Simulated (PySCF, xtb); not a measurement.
Si(H)2(OH)(iPr) (C3H10OSi), SMILES CC(C)[SiH2]O. Other conformers were not sampled.

Harmonic wavenumbers (cm⁻¹) from GFN2-xTB (xtb) at its own minimum, in rising order: 57, 151, 214, 223, 236, 296, 308, 388, 527, 606, 655, 744, 772, 803, 892, 946, 952, 997, 1040, 1135, 1183, 1288, 1310, 1414, 1427, 1503, 1510, 1514, 1517, 2218, 2322, 2893, 2996, 3003, 3020, 3026, 3030, 3034, 3670.

Problem. What does B3LYP-D3(BJ)/def2-SVP run with PySCF 2.14.0 give at its own minimum? (The exact figures need the calculation; the answer reports its results.)

Solution. 75, 144, 191, 222, 237, 284, 312, 384, 583, 650, 734, 826, 886, 895, 914, 929, 955, 981, 1025, 1105, 1179, 1262, 1316, 1386, 1405, 1461, 1469, 1479, 1481, 2184, 2238, 2993, 3012, 3014, 3084, 3086, 3097, 3107, 3877. Paired by order, the mean absolute difference is 41 cm⁻¹ and the zero-point energies are 76.9 and 77.9 kcal/mol.
